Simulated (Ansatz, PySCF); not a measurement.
Gas-phase reaction 0.25 R1 + 0.75 R2 → P1, each structure at its B3LYP-D3(BJ)/def2-TZVP stationary point, reached from a drawn start (curvature not checked).
P1: CH3F (SMILES CF), charge 0, multiplicity 1.
R1: CF4 (SMILES FC(F)(F)F), charge 0, multiplicity 1.
R2: CH4 (SMILES C), charge 0, multiplicity 1.

P less R. No zero-point or thermal terms.

Cores are frozen in the correlated methods.

Run with Ansatz (Gaussian orbitals); PySCF for the D3/D4 terms. No computed number here is a measurement.

| level | reaction energy (eV) |
|---|---|
| HF/cc-pVDZ | 0.549 |
| SVWN5/def2-TZVPP | 0.633 |
| PBE/def2-TZVPP | 0.532 |
| PBE-D3(BJ)/def2-TZVPP | 0.533 |
| r2SCAN/def2-TZVPP | 0.588 |
| CAM-B3LYP-D4/def2-TZVPP | 0.519 |
| B2PLYP/def2-TZVPP | … |
| B2PLYP-D3(BJ)/def2-TZVPP | … |
| CCSD/cc-pVTZ | … |

Task: Complete the blanks.

Result: 
- B2PLYP/def2-TZVPP, reaction energy (eV): 0.511
- B2PLYP-D3(BJ)/def2-TZVPP, reaction energy (eV): 0.512
- CCSD/cc-pVTZ, reaction energy (eV): 0.556

Ansatz is an electronic-structure program.
